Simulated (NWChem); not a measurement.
C2H6Si, singlet; SMILES [Si](C)C

Program: NWChem. Pople sets run with spherical d functions. Low-valent species are run as closed-shell singlets; no triplet was tried in these runs. Coordinates come from a PBE0/def2-SVP optimisation. Static field.

Question: Order these by “isotropic polarisability (bohr³)”, lowest first: PBE/6-31+G*; BHandHLYP/6-31+G*; B3LYP/6-31+G*.

Answer: BHandHLYP/6-31+G* (56.3), B3LYP/6-31+G* (58.8), PBE/6-31+G* (60.8)
